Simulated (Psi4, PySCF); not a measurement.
H2FGa, singlet, geometry from GFN2-xTB (such geometries of metal compounds can be far from the true shape), atoms displaced at random by about 0.08 Å a coordinate. Base run: B3LYP/6-31G, gradient (PySCF).

PySCF was given this input:
```python
from pyscf import gto, scf, dft

mol = gto.M(
    atom='''
Ga   -0.22524467   -0.28659560    0.04156073
H     0.64322439   -1.06555756    1.21974499
H    -1.47113648   -0.74461069   -0.53001260
F     0.68151207    1.22371708   -0.29081982
''',
    basis='6-31g',
    verbose=4,
)

mf = dft.RKS(mol)
mf.xc = 'b3lyp'
mf.kernel()
g = mf.nuc_grad_method()
grad = g.kernel()
```

Programs used: Psi4, PySCF; a row that names a program was run with it.

The coordinate followed is z of atom 1.

Each row names what was changed in the base input (with any setting that the change needs).

```csv
change,dE/dx (Eh/bohr),net force (Eh/bohr)
base,-0.039814,0.000192
finite difference step (bohr) = 0.05; conv_tol = 1e-11,-0.039809,-
grids.level = 5; grid_response = off,-0.039814,0.000031
conv_tol = 1e-11,-0.039814,0.000192
conv_tol = 1e-4,-0.039798,0.000192
code = psi4,-0.038664,0.000119
density fitting = on,-0.039802,0.000192
grid_response = on,-0.039869,0.000000
finite difference step (bohr) = 1e-4; conv_tol = 1e-11,-0.039869,-
grids.level = 1; grid_response = off,-0.039813,0.000221
grids.level = 0; grid_response = off,-0.039222,0.003232
density fitting = on; auxbasis_response = off,-0.039809,0.000837
```

The net force is zero for an exact gradient.
